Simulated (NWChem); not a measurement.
Species: CH$_{3}$AlCl$_{2}$; SMILES [Cl][Al]([CH3])[Cl]

```xyz
7

Al     0.3500    -0.0008     0.0065
Cl    -0.7559    -1.7862    -0.0052
Cl    -0.7635     1.7801    -0.0050
C      2.2824     0.0104     0.0055
H      2.6789     0.8262     0.6300
H      2.6558     0.1758    -1.0193
H      2.6977    -0.9446     0.3613
```
Atoms are numbered in this order, from 1.

All runs: NWChem. Pople sets run with spherical d functions. Coordinates come from a PBE0/def2-SVP optimisation. B3LYP is NWChem's, with the RPA form of VWN correlation. GIAO values for the isolated, static molecule; σ is the absolute isotropic shielding, δ = σ(reference) − σ with the isolated reference molecule computed at the same levels (13C: tetramethylsilane, 1H: tetramethylsilane).

What does the run give for B3LYP/6-31G*? Quantities: σ Al1 (ppm); σ Cl2 (ppm); σ Cl3 (ppm); δ C4 (ppm); δ H5 (rotor mean) (ppm).

σ Al1 (ppm): 426.3
σ Cl2 (ppm): 899.3
σ Cl3 (ppm): 902.1
δ C4 (ppm): -6.6
δ H5 (rotor mean) (ppm): -0.20
